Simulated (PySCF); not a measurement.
Stepwise substitution at one centre (Ga F-CH3). Isolated molecules, 0 K electronic values unless said otherwise. Strings in code marks are SMILES.

Quantity: vertical ionisation energy (energy after one electron is removed minus that of the parent at the parent's geometry), in eV.

Level 1: B3LYP/6-31G* // B3LYP-D3(BJ)/def2-TZVP (PySCF)
Level 2: PBE/6-31G* // B3LYP-D3(BJ)/def2-TZVP (PySCF)
Level 3: minus the HOMO energy of HF/6-31G* // B3LYP-D3(BJ)/def2-TZVP (PySCF)
Level 4: HF/6-31G* // B3LYP-D3(BJ)/def2-TZVP (PySCF)

| species | level 2 | level 3 | level 4 |
|---|---|---|---|
| `[CH3][Ga]([F])[F]` | 11.30 | 12.82 | 11.48 |
| `[CH3][Ga]([CH3])[F]` | 9.62 | 10.90 | 9.58 |

### Question
What does level 1 give for each?

### Answer

- `[CH3][Ga]([F])[F]`: 11.75
- `[CH3][Ga]([CH3])[F]`: 9.92
